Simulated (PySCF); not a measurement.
Sn(I)3, SMILES [I][Sn-]([I])[I] (charge -1), PBE0/def2-SVP optimised geometry. Atoms within 1.6 Å of the plane z = 0.0 Å (x, y, z in Å): Sn1 (-1.19, -1.42, 0.00), I2 (-1.68, 1.42, 0.00), I4 (1.68, -1.42, 0.00).

Calculation: PBE0/def2-TZVPD, def2 effective core potentials past Kr (PySCF 2.14.0). The core electrons that the potentials of I, Sn replace are not part of the density. Cells within 0.4 Å of a nucleus heavier than hydrogen are left out (blank, or x).

Map of the HOMO amplitude (bohr^(-3/2)) on the plane z = 0.0 Å; orbital energy -2.78 eV, overall sign arbitrary:

```
|55555555555555555554444444444|
|55555555555555555554444444444|
|55555556666555555555444444444|
|55555566666665555555444444444|
|55555667777666555555544444444|
|55556678888766555555544444444|
|45555678999876555555555444444|
|44555677678876555555555555444|
|44444553xx6766555555555555554|
|4444334xxx5555555555555555555|
|44433227xx4444445555555555555|
|44432101322234444455555555555|
|44432100001234444455555555555|
|44433211112234444445556655555|
|44444332223334444445666666555|
|44444444444444443445677766655|
|45555556655554433335688876655|
|55556677765654432224579987665|
|555567886xx46542113xx18987665|
|555668994xxx6542103xxx7987665|
|555678996xx46642101xx37877655|
|55567899976776431002456776655|
|55566789999976532111245666555|
|55556778999876543222345555555|
|55556677787766543333344555555|
|55555666676665544434444455555|
|55555556666655544444444455555|
|55555555555555544444444444555|
|55555555555555544444444444444|
```
Scale: ten equal steps from -0.085 (start of '0') to 0.088 (end of '9'), in the order '0123456789'; x runs from -4.00 to 4.00, y from -4.00 (bottom) to 4.00 (top).
